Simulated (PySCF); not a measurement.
**How methods differ on the excitation energy of N²⁺**

N²⁺ [He] 2s2 2p1 (2P) → N²⁺ [He] 2s1 2p2 (4P), as a difference of total energies. Computed with PySCF 2.14 in x2c-TZVPPall (5s3p2d1f, 31 functions), with the spin-free X2C one-electron Hamiltonian (Gaussian nucleus). Correlated levels: valence and next inner shell: nothing frozen. The calculations carry no spin-orbit coupling.

```csv
method,excitation energy (eV)
UHF,5.176
MP2 (valence and next inner shell),6.359
SCS-MP2 (valence and next inner shell),6.795
CCSD (valence and next inner shell),6.981
CCSD(T) (valence and next inner shell),7.013
CCSDT (valence and next inner shell),7.019
```

Q: How much does correlation contribute at CCSD(T) (valence and next inner shell)?

A: 7.013 − (5.176) = 1.837 eV, measured against UHF.
